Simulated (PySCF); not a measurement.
Basis-set dependence of ICl at HF

PySCF, RHF reference; singlet, unpaired electrons none; De to I + Cl without counterpoise correction.

```csv
basis,relativity,functions,Re (Å),ωe (cm⁻¹),De (eV),μ (D)
def2-SVP,scalar-relativistic core potentials,44,2.354,406,0.63,-1.65
cc-pVDZ-PP/cc-pV(D+d)Z,scalar-relativistic core potentials,46,2.346,403,0.60,-1.71
x2c-SVPall,spin-free X2C,54,2.361,401,0.65,-1.63
def2-TZVPP,scalar-relativistic core potentials,92,2.309,420,0.82,-1.31
```

Problem. How does each smaller set differ from the one with most functions, def2-TZVPP?

Solution. def2-SVP: +4.5 pm, -3.3 % in ωe, -0.19 eV in De; cc-pVDZ-PP/cc-pV(D+d)Z: +3.7 pm, -4.0 % in ωe, -0.22 eV in De; x2c-SVPall: +5.2 pm, -4.5 % in ωe, -0.17 eV in De. All at HF; the set with most functions is neither the basis-set limit nor always the best. The rows treat relativity differently, so the differences are not basis effects alone.

A positive dipole means I(−)Cl(+). Spin–orbit coupling is left out, which matters for elements this heavy, above all for dissociation energies. Where the molecule has an RHF reference, its open-shell atoms are computed with UHF. Hartree–Fock leaves out correlation, which carries a large part of most bond energies and some tenths to 1 eV of ionisation energies.
